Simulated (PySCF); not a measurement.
## Cu(AsH3)H: computed shieldings and shifts

Cu(AsH3)H, AsCuH4, point group C3v.

Bonds: Cu1-As2 2.328 Å. Cu1 carries H6; As2 carries H3, H4, H5.

GIAO calculations in PySCF on the PBE0-D3(BJ)/def2-SVP structure: isolated species, non-relativistic, equivalent atoms averaged; basis pcSseg-1 (pcSseg-2 on Cu).

(1) Give the isotropic shieldings (ppm) with B3LYP, PBE, PBE0.

(2) And the chemical shifts, against references computed in the same way?

(3) Which part of the shielding of As2 depends on the functional?

(4) What couplings does PBE/pcJ-1 (pcSseg-1 on As, pcSseg-1 on Cu) give?

Results:

(1) 
| atoms | environment | B3LYP | PBE | PBE0 |
| --- | --- | --- | --- | --- |
| As2 | arsenic bonded to Cu, 3 H | 1760 | 1762 | 1806 |
| Cu1 | Cu bonded to As, H | 1339 | 1164 | 1370 |
| H3/H4/H5 | hydrogen on an arsenic bonded to Cu | 28.07 | 27.68 | 27.89 |
| H6 | hydrogen on a Cu bonded to As | 28.77 | 28.67 | 28.54 |
| HOMO–LUMO gap (eV) | – | 5.27 | 3.70 | 5.59 |

(2) 
```csv
atoms,"nucleus, reference",B3LYP,PBE,PBE0
As2,"$^{75}$As, AsH3",104,109,104
H3/H4/H5,"$^{1}$H, TMS",3.31,3.51,3.38
H6,"$^{1}$H, TMS",2.62,2.53,2.73
```

(3) Diamagnetic: B3LYP 2876, PBE 2876, PBE0 2876 ppm; paramagnetic: B3LYP -1116, PBE -1114, PBE0 -1070 ppm. The diamagnetic part, set mainly by inner electrons, hardly moves; the paramagnetic part goes with low-lying magnetically allowed excitations and carries the spread.

(4) $^{2}J$(H3,H4) = -9.1, $^{3}J$(H3,H6) = 3.2 Hz (averaged over equivalent pairs; isotopes $^{1}$H).

Relativistic effects, spin–orbit coupling among them, are left out; they matter for As and for the light atoms bonded to it.
